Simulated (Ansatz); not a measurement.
Born–Oppenheimer molecular dynamics of AlFH4NOP (9 atoms, charge 0, multiplicity 1). It starts at the highest image of a converged band, a first-order saddle point between two minima.

Level of theory: Ansatz 0.2.0, RKS PBE-D4/def2-SVP.

| Property | Result |
| --- | --- |
| ensemble | NVE (velocity Verlet) |
| time step | 0.5 fs |
| steps asked | 200 |
| starting velocities drawn for | 300 K |
| seed | 12292 |

First frame:

```xyz
9
Properties=species:S:1:pos:R:3
N 1.375 0.957 -0.102
Al 0.977 -0.736 0.256
F 2.185 -1.747 0.855
P -1.136 -1.613 -0.085
O -1.806 0.281 -0.400
H 0.695 1.633 -0.456
H 2.296 1.387 0.000
H -1.792 -0.320 0.668
H -2.706 0.112 -0.752
```

Q: How far do the bonds stretch over the last three quarters of this one trajectory? (Pairs bonded in most of those frames.)

A: 
```json
{"bond": "N1–Al2", "mean (Å)": "1.796", "spread (Å)": "0.023", "shortest": "1.76", "longest": "1.84"}
{"bond": "N1–H6", "mean (Å)": "1.027", "spread (Å)": "0.032", "shortest": "0.97", "longest": "1.08"}
{"bond": "N1–H7", "mean (Å)": "1.024", "spread (Å)": "0.021", "shortest": "0.99", "longest": "1.06"}
{"bond": "Al2–F3", "mean (Å)": "1.695", "spread (Å)": "0.023", "shortest": "1.66", "longest": "1.73"}
{"bond": "Al2–P4", "mean (Å)": "2.284", "spread (Å)": "0.040", "shortest": "2.23", "longest": "2.35"}
{"bond": "P4–O5", "mean (Å)": "2.082", "spread (Å)": "0.058", "shortest": "2.00", "longest": "2.16"}
{"bond": "O5–H8", "mean (Å)": "0.992", "spread (Å)": "0.037", "shortest": "0.93", "longest": "1.06"}
{"bond": "O5–H9", "mean (Å)": "0.987", "spread (Å)": "0.044", "shortest": "0.92", "longest": "1.05"}
```

Mean temperature of the second half: 316 K. The conserved energy stayed within 0.43 meV per atom of its start (net change 0.11 meV per atom), so the integration is sound. A run of 0.1 ps of so small a system gives no equilibrium averages. The orbitals stay closed-shell, which can raise the energy where a bond breaks towards radicals; this wasn't checked here.

Run time: 6.1 min on 2 threads of Intel(R) Xeon(R) Platinum 8488C (Sapphire Rapids), on a shared host, peak memory 0.15 GiB.
